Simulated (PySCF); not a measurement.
**Magnetisability: `C1=N[Se]N=C1C/C=N\[H]`, C4H5N3Se**

Molfile (atoms numbered from 1):
```
C4H5N3Se
     RDKit          3D

 13 13  0  0  0  0  0  0  0  0999 V2000
   -1.6588    1.5332   -0.8524 N   0  0  0  0  0  0  0  0  0  0  0  0
   -1.8077    0.4141   -0.3267 C   0  0  0  0  0  0  0  0  0  0  0  0
   -0.7935   -0.4020    0.4627 C   0  0  0  0  0  0  0  0  0  0  0  0
    0.5965   -0.1383    0.0046 C   0  0  0  0  0  0  0  0  0  0  0  0
    1.4476   -1.0956   -0.6086 C   0  0  0  0  0  0  0  0  0  0  0  0
    2.6121   -0.6521   -0.9952 N   0  0  0  0  0  0  0  0  0  0  0  0
    2.7353    1.0689   -0.6162 Se  0  0  0  0  0  2  0  0  0  0  0  0
    1.1113    1.0692    0.0817 N   0  0  0  0  0  0  0  0  0  0  0  0
   -0.7287    1.9437   -0.7455 H   0  0  0  0  0  0  0  0  0  0  0  0
   -2.7877   -0.0466   -0.4122 H   0  0  0  0  0  0  0  0  0  0  0  0
   -0.9042   -0.0971    1.5081 H   0  0  0  0  0  0  0  0  0  0  0  0
   -1.0230   -1.4653    0.3844 H   0  0  0  0  0  0  0  0  0  0  0  0
    1.1963   -2.1316   -0.7636 H   0  0  0  0  0  0  0  0  0  0  0  0
  9  1  1  0
  1  2  2  0
  2  3  1  0
  3  4  1  0
  4  5  1  0
  5  6  2  0
  6  7  1  0
  7  8  1  0
  8  4  2  0
  2 10  1  0
  3 11  1  0
  3 12  1  0
  5 13  1  0
M  END
```

Method: PySCF 2.14.0, GIAO X3LYP/def2-SVP magnetisability, rotational g tensor and spin-rotation constants, non-relativistic, gas phase. Geometry: GFN2-xTB.

The calculation is non-relativistic, which matters for the atoms heavier than Zn.

Q: What are the magnetisability and the molar susceptibility?

A: Isotropic -1193 × 10⁻³⁰ J/T², or -71.8 × 10⁻⁶ cm³/mol; principal values -1890, -1039, -651 × 10⁻³⁰ J/T², anisotropy 1097 × 10⁻³⁰ J/T² (root of half the summed squared differences of the principal values). The susceptibility is in cgs units.

Q: Split it along the inertial axes a, b, c into diamagnetic and paramagnetic parts about the centre of mass, with the quadrupole moment.

A: 
```
axis  χ (10⁻⁶ cm³/mol)  diamagnetic (10⁻⁶ cm³/mol)  paramagnetic (10⁻⁶ cm³/mol)  summed x² of all electrons (Å²)  quadrupole Θ (D Å)
   a             -53.3                      -442.6                        389.4                            280.0               -0.74
   b             -54.5                     -1299.5                       1245.0                             78.1               +1.41
   c            -107.7                     -1519.3                       1411.6                             26.3               -0.67
```
Anisotropies 2χaa − χbb − χcc = +55.7 and 2χbb − χaa − χcc = +51.9 × 10⁻⁶ cm³/mol. Θ is traceless in Buckingham's convention.

Q: And the rotational g tensor?

A: 
| axis | rotational constant (GHz) | g | nuclear part | electronic part |
| --- | --- | --- | --- | --- |
| a | 3.4985 | -0.0848 | 0.5552 | -0.6400 |
| b | 0.9194 | -0.0223 | 0.5155 | -0.5378 |
| c | 0.7822 | +0.0010 | 0.5197 | -0.5187 |

Asymmetric top; isotopes 12C, 1H, 14N, 80Se; no vibrational averaging.
